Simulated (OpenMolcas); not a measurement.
Mo2+ among 6 point charges of -1.36 e arranged as an octahedron (Oh), 2.07 Å from the ion.

* Program: OpenMolcas 26.06
* Method: CASSCF
* Basis: ANO-RCC-VDZP [6s5p3d1f]
* Scalar Hamiltonian: DKH2, point nucleus
* Active space: 4 electrons in 5 orbitals (4d)
* State averaging: 2S+1 = 5 even, 5 roots; 2S+1 = 3 even, 45 roots; 2S+1 = 1 even, 50 roots
* Spin-orbit coupling: RASSI with atomic mean-field integrals over the reference wave functions

(1) What is the spin-free ground state (labels of O, the rotations of Oh)?

(2) Where is the first state of the same spin?

(3) What are the lowest two levels with spin-orbit coupling?

(4) What is χT at 300 K, and how does it compare with the textbook value?

Answers

(1) 5E, 2-fold in its orbital part, 100 % from free-ion D terms; it has the highest spin that d4 allows.

(2) 5T2 at 11300 cm-1 above the ground state.

(3) A 1-fold level A1, then a 3-fold level T1 86.1 cm-1 above it. Their leading multiplicities are 5 (96 %) and 5 (97 %).

(4) The lowest level has 2S+1 = 5, for which the spin-only value is χT = S(S+1) / 2 = 3.000 cm3 K/mol (g = 2). The computed 2.737 at 300 K differs by -0.263, through orbital momentum, spin-orbit coupling and any other state in reach.

An orbital doublet at a regular site is open to a Jahn-Teller distortion, which this geometry leaves out. Without dynamic correlation the repulsion within the d shell is too large (B by tens of per cent), so at a given field states of lower spin stand too high. This shell can be high or low spin here, a state of another spin lies low, and with metal d orbitals alone active their balance is uncertain, so the ground spin may be wrong. Point charges give a weaker field than real ligands, and real ions of this kind are as a rule low spin; the high spin found here belongs to the model. This is an electrostatic model: the charges have no orbitals. No measured value stands beside these numbers.
